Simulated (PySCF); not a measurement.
# How methods differ on the excitation energy of In

In [Kr] 4d10 5s2 5p1 (2P) → In [Kr] 4d10 5s1 5p2 (4P), as a difference of total energies. All numbers are calculated (PySCF 2.14, scalar relativity through the core potential, in aug-cc-pVTZ-PP with ECP28MDF). Correlated levels: valence: 4s2 4p6 4d10 frozen. The calculations carry no spin-orbit coupling.

```tsv
method	excitation energy (eV)	error (eV)
UHF	2.890	-1.460
MP2 (valence)	3.517	-0.833
SCS-MP2 (valence)	3.758	-0.592
CCSD (valence)	3.730	-0.620
CCSD(T) (valence)	3.749	-0.601
```

Reference: 4.350 eV (measured; NIST levels, between the centres of gravity of the two terms).

Errors of the correlated levels include the incompleteness of this basis and the frozen core.
